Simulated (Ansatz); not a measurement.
Born–Oppenheimer molecular dynamics of C2H11NOSi2 (17 atoms, charge 0, multiplicity 1). It starts from a relaxed structure.

Theory: RKS PBE0-D4/6-31G (Ansatz 0.2.0).

```yaml
ensemble: NVT, Nosé–Hoover chain
time_step: 1 fs
steps_asked: 100
set_temperature: 3000 K
thermostat: time constant 300 fs, chain length 3
seed: 231414
```

First frame:

```xyz
17
Properties=species:S:1:pos:R:3
Si 0.240 0.250 0.183
Si -0.530 -0.262 2.355
H -1.877 -0.936 2.308
H 0.427 -1.202 3.035
H -0.665 0.981 3.191
H 1.669 0.689 0.110
N -0.721 1.577 -0.464
C -2.125 1.800 -0.162
H -2.448 1.181 0.680
H -2.297 2.851 0.111
H -2.774 1.567 -1.020
C -0.204 2.422 -1.532
H -0.690 2.211 -2.497
H -0.370 3.483 -1.294
H 0.871 2.265 -1.654
O 0.297 -1.217 -0.751
H -0.474 -1.790 -0.874
```

Question: How far do the bonds stretch over the last three quarters of this one trajectory? (Pairs bonded in most of those frames.)

Answer: 
```csv
bond,mean (Å),spread (Å),shortest,longest
Si1–Si2,2.436,0.108,2.29,2.59
Si1–N7,1.808,0.071,1.69,1.94
Si1–O16,1.786,0.048,1.69,1.87
Si2–H3,1.520,0.029,1.47,1.57
Si2–H4,1.525,0.074,1.40,1.64
Si2–H5,1.555,0.146,1.33,1.76
N7–C8,1.489,0.052,1.41,1.59
N7–C12,1.496,0.048,1.41,1.56
C8–H9,1.118,0.046,1.02,1.20
C8–H10,1.105,0.023,1.06,1.15
C8–H11,1.114,0.049,1.01,1.22
C12–H13,1.114,0.053,1.01,1.23
C12–H14,1.110,0.034,1.05,1.18
C12–H15,1.112,0.057,1.02,1.21
O16–H17,0.974,0.009,0.95,0.99
```

Pairs bonded in part of these frames only: Si1–H6 53 %.

Mean temperature of the second half: 1526 K. The conserved energy wandered by up to 6.1 meV per atom (net 3.3 meV per atom), which is poor conservation. The mean temperature of the second half is 49 % below the set value. A run of 0.1 ps of so small a system gives no equilibrium averages. The orbitals stay closed-shell, which can raise the energy where a bond breaks towards radicals; this wasn't checked here. Limits of this set-up: no polarisation functions.

Run time: 13 min on 1 thread of Arm Neoverse V1, with other jobs on the host, peak memory 0.21 GiB.
